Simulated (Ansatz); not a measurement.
Consider the ligand exchange at the Si–N bond: `N[SiH2][GeH2][Cl]` + HCl → `Cl[SiH2][GeH2][Cl]` + NH₃.

Computed with Ansatz on PBE0-D4/def2-TZVP structures; ΔE is electronic, products minus reactants. CCSD(T)/CBS is the MP2 limit (def2-TZVPP, def2-QZVPP) plus CCSD(T) − MP2 in def2-TZVPP, frozen cores. This one scheme is used for every species. Functionals use def2-TZVPP. For Ge outer-core shells are correlated without core-valence functions, which leaves a few kJ/mol of doubt a bond. Scalar relativity is left out up to krypton. One conformer a species, not always the lowest.

| level | ΔE (kJ/mol) | difference from CCSD(T)/CBS |
| --- | --- | --- |
| PBE-D4 | -48.3 | -0.5 |
| r2SCAN-D4 | -47.8 | 0.0 |
| ωB97M-V | -46.8 | 1.0 |
| PBE | -49.2 | -1.4 |
| r2SCAN | -48.2 | -0.4 |
| MP2/def2-TZVPP | -47.6 | 0.2 |
| HF/def2-QZVPP | -49.6 | -1.8 |
| SCS-MP2/def2-QZVPP | -48.2 | -0.4 |
| HF/CBS(def2) | -49.6 | -1.8 |
| MP2/CBS(def2) | -50.5 | -2.7 |
| CCSD(T)/CBS | -47.8 | 0 |

Largest T1 diagnostic among the species: 0.011.

CCSD(T)/CBS has its own doubt, a few kJ/mol and more with outer-core shells, so smaller differences from it don't rank the levels.
